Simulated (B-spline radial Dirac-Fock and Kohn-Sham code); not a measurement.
**Dipole and non-dipole photoemission parameters of Br⁺ 4p1/2**

System: the Br⁺ ion, 1s2 2s2 2p6 3s2 3p6 3d10 4s2 4p4; threshold 21.46 eV (orbital energy of the model). Level of theory: Dirac-Hartree-Slater photoionisation with a Latter tail; cross sections with all multipoles, angular parameters from the dipole term and its interference with E2; a radial finite-basis atomic code.

For linearly polarised light dσ/dΩ = σ/(4π) [1 + β P₂(cos θ) + (δ + γ cos²θ) sin θ cos φ], with θ from the polarisation vector and φ the angle between the beam and the projection of the electron momentum on the plane normal to the polarisation.

```
hν (eV)   σ (kb)       β       γ       δ
   56.1      111   0.554   0.194  -0.012
   79.3     56.4  -0.149  -0.031   0.019
     80     55.9  -0.144  -0.033   0.019
   93.9     49.8   0.081  -0.023   0.025
   99.2     48.3   0.190  -0.005   0.026
    109     46.0   0.384   0.034   0.025
    150     38.0   0.927   0.150   0.014
    175     34.1   1.114   0.171   0.009
    191        ?       ?       ?       ?
    266     23.0   1.446   0.126   0.001
    272     22.5   1.458   0.121   0.001
    304     19.8   1.510   0.095   0.000
    313     19.1   1.522   0.088  -0.001
    360     16.1   1.571   0.054  -0.001
    512     9.85   1.645  -0.010  -0.001
    885     3.92   1.659   0.011   0.001
   1000     3.10   1.650   0.040   0.002
 1253.6     1.97   1.624   0.115   0.004
   2460    0.426   1.486   0.482   0.019
   2490    0.413   1.483   0.490   0.019
 2984.4    0.262   1.432   0.615   0.027
   3080    0.242   1.422   0.637   0.028
   4000    0.121   1.338   0.829   0.043
   4040    0.118   1.334   0.836   0.044
   4220    0.105   1.319   0.869   0.047
   4590   0.0830   1.289   0.932   0.054
   7440   0.0207   1.101   1.291   0.105
 9251.7   0.0107   1.010   1.449   0.136
  10100  0.00814   0.972   1.512   0.151
  15000  0.00231   0.802   1.775   0.232
```

**Question.** Give the values at 191 eV.

**Answer.** σ = 31.8 kb, β = 1.202, γ = 0.172, δ = 0.007.

Values without a named source are computed, but for edge energies of neutral atoms, which are taken from tables.
